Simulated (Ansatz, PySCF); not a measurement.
This PySCF input computes a PBE/def2-TZVPD energy:

```python
from pyscf import gto, scf, dft

mol = gto.M(
    atom='''
    Si   -0.01747651    0.01787335    0.74815160
    Cl    1.14481131    1.35055980   -0.31392892
    Cl   -1.13041889   -1.36527904   -0.30219592
    ''',
    basis='def2-tzvpd',
    charge=0,
    spin=2,
    verbose=4,
)

mf = dft.UKS(mol, xc='pbe').density_fit(auxbasis='def2-universal-jkfit')
mf.grids.level = 3
mf.conv_tol = 1e-9
mf.max_cycle = 100
mf.max_memory = 1500
mf.kernel()
if not mf.converged:
    mf = mf.newton()
    mf.kernel(mf.make_rdm1())
for _ in range(2):
    mo, _, stable, _ = mf.stability(return_status=True)
    if stable:
        break
    mf.kernel(mf.make_rdm1(mo, mf.mo_occ))
mf.analyze()
```

Task: Write an input for the same energy in Ansatz (a first-principles code) and say what it gives.

Result: 
Ansatz 0.2 input:
```yaml
crystal:
  periodic: [false, false, false]
  atoms:
    - {symbol: Si, position_ang: [-0.01747651, 0.01787335, 0.74815160]}
    - {symbol: Cl, position_ang: [1.14481131, 1.35055980, -0.31392892]}
    - {symbol: Cl, position_ang: [-1.13041889, -1.36527904, -0.30219592]}
basis:
  gaussian:
    orbitals: def2-TZVPD
hamiltonian:
  xc: {name: PBE}
magnetization: {spin_polarized: true, initial_magnetization: 2}
output: {forces: true}
```
It gives -1209.39968 Eh, and PySCF -1209.39972 Eh, a difference of 0.04 mEh, from the treatment of integrals and grids.

This is an excited triplet: at this geometry the singlet lies 2.12 eV lower at RI-MP2/CBS(aug-cc-pV(T+d)Z,aug-cc-pV(Q+d)Z)+[CCSD(T)-MP2]/aug-cc-pV(T+d)Z.
